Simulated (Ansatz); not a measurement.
Reaction (formal exchange of groups at the Si–N bond): `C/N=C/N[SiH3]` + `C1N[SiH2][SiH2]1` → `[SiH3][SiH]1NC[SiH2]1` + `C/N=C\N`

Program: Ansatz. Geometries: PBE0-D4/def2-TZVP. ΔE: electronic, gas phase. CBS: MP2 limit from def2 TZ/QZ plus the TZ coupled-cluster correction, frozen cores. Double bonds are as drawn, so ΔE can hold a change between cis and trans. Functionals use def2-TZVPP. B3LYP here is the variant with VWN-RPA as its local correlation; programs differ in this. One conformer a species, not always the lowest.

`C/N=C/N[SiH3]`:

Z-matrix (Å, degrees):
```
C
N 1 1.435
H 1 1.094 2 110.0
H 1 1.101 2 113.3 3 121.3
H 1 1.094 2 110.0 3 -117.4
C 2 1.264 1 118.8 3 -121.3
N 6 1.366 2 120.0 1 180.0
H 6 1.099 2 123.7 1 -0.0
Si 7 1.747 6 119.2 2 -0.0
H 7 1.004 6 117.5 2 -180.0
H 9 1.481 7 111.9 6 -62.2
H 9 1.482 7 111.9 6 62.2
H 9 1.488 7 103.7 6 -180.0
```

`C1N[SiH2][SiH2]1`:

```xyz
11

C     0.191   -1.183   -0.245
N    -1.000   -0.378   -0.529
Si   -0.779    1.248    0.014
Si    1.225    0.209    0.578
H    -0.010   -2.022    0.431
H     0.663   -1.585   -1.150
H    -1.781   -0.822   -0.984
H    -0.821    2.296   -1.049
H    -1.724    1.709    1.075
H     1.561   -0.033    2.007
H     2.476    0.561   -0.147
```

`[SiH3][SiH]1NC[SiH2]1`:

Z-matrix (Å, degrees):
```
Si
Si 1 2.346
H 1 1.489 2 110.3
H 1 1.490 2 110.5 3 120.0
H 1 1.491 2 111.4 3 -119.9
N 2 1.733 1 115.6 3 55.9
Si 2 2.330 1 120.1 3 -32.7
H 2 1.497 1 107.6 3 -173.8
C 6 1.465 2 110.5 1 -115.7
H 6 1.007 2 130.8 1 59.6
H 7 1.488 2 119.6 1 0.4
H 7 1.488 2 120.1 1 -138.5
H 9 1.097 6 113.2 2 116.7
H 9 1.097 6 112.9 2 -120.4
```

`C/N=C\N`:

Z-matrix (Å, degrees):
```
C
N 1 1.442
H 1 1.090 2 109.6
H 1 1.100 2 112.2 3 119.5
H 1 1.101 2 112.6 3 -119.2
C 2 1.267 1 117.1 3 179.0
N 6 1.369 2 127.8 1 1.9
H 6 1.091 2 118.5 1 179.4
H 7 1.004 6 118.4 2 -165.8
H 7 1.005 6 119.0 2 -15.4
```

```
             level  ΔE (kJ/mol)  difference from CCSD(T)/CBS
            PBE-D4         39.1                        -21.1
         r2SCAN-D4         51.8                         -8.4
           PBE0-D4         45.3                        -14.9
          B3LYP-D4         58.0                         -2.2
           ωB97X-V         58.6                         -1.6
           ωB97M-V         63.9                          3.7
            B2PLYP         63.6                          3.4
               PBE         39.9                        -20.3
            r2SCAN         52.1                         -8.1
              PBE0         46.3                        -13.9
             B3LYP         59.3                         -0.9
     HF/def2-TZVPP         78.7                         18.5
    MP2/def2-TZVPP         68.4                          8.2
SCS-MP2/def2-TZVPP         71.6                         11.4
   CCSD/def2-TZVPP         63.9                          3.7
CCSD(T)/def2-TZVPP         61.3                          1.1
     HF/def2-QZVPP         79.9                         19.7
    MP2/def2-QZVPP         68.1                          7.9
SCS-MP2/def2-QZVPP         71.2                         11.0
      HF/CBS(def2)         80.1                         19.9
     MP2/CBS(def2)         67.2                          7.0
    CCSD/CBS(def2)         62.7                          2.5
       CCSD(T)/CBS         60.2                            0
```

Largest T1 diagnostic among the species: 0.013.

From PBE to PBE0 (25 % exact exchange), in def2-TZVPP and without D4, ΔE moves by +6.4 kJ/mol. In def2-TZVPP, CCSD(T) changes the Hartree–Fock value by −17.3 kJ/mol (the triples alone add −2.5 kJ/mol) and MP2 by −10.3 kJ/mol.
